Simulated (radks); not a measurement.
The numbers below are computed, except where a source is named.
Problem. All-electron atom: Gd in [Xe] 4f7 5d1 6p2 (not the ground configuration). Code: a radial shooting solver on a logarithmic mesh with Libxc functionals. Model: scalar-relativistic Kohn-Sham, PBE, spin-polarised, spherical densities, finite nucleus; open shells are filled with parallel spins first (spin-orbit coupling, left out, can overturn this in heavy ions); Fermi nuclear charge, rms radius 5.1569 fm. Some entries of the table are withheld. Estimate them.

orbital,occ.,eigenvalue (hartree),<r^2> (bohr^2),<r> (bohr)
1s up,1,-1841.008,0.0006549,0.02191
1s down,1,-1841.008,0.0006549,0.02191
2s up,1,-304.0211,0.01028,0.09329
2s down,1,-304.0181,0.01028,0.09328
2p up,3,-270.5750,0.008282,0.08237
2p down,3,-270.5727,0.008282,0.08237
3s up,1,-67.47449,0.06830,0.2445
3s down,1,-67.37785,0.06817,0.2443
3p up,3,-57.11024,0.06849,0.2431
3p down,3,-57.01396,0.06834,0.2428
3d up,5,-43.41214,0.05756,0.2213
3d down,5,-43.33790,0.05738,0.2210
4s up,1,-13.72554,0.3451,0.5530
4s down,1,-13.49903,0.3450,0.5530
4p up,3,-10.30896,0.3895,0.5853
4p down,3,-10.08404,0.3897,0.5854
4d up,5,-5.58092,0.4690,0.6359
4d down,5,-5.35790,0.4707,0.6369
5s up,1,-1.95540,1.975,1.325
5s down,1,-1.82633,2.034,1.345
5p up,3,(1),2.712,1.546
5p down,3,(2),2.821,1.576
4f up,7,-0.46821,0.9464,0.8523
4f down,0,-0.26655,1.082,0.8976
5d up,1,-0.17909,8.219,2.604
5d down,0,-0.11491,8.031,2.599
6p up,2,-0.09996,28.32,5.001

Solution. 
(1) 5p up eigenvalue (hartree): -1.11973
(2) 5p down eigenvalue (hartree): -1.01683
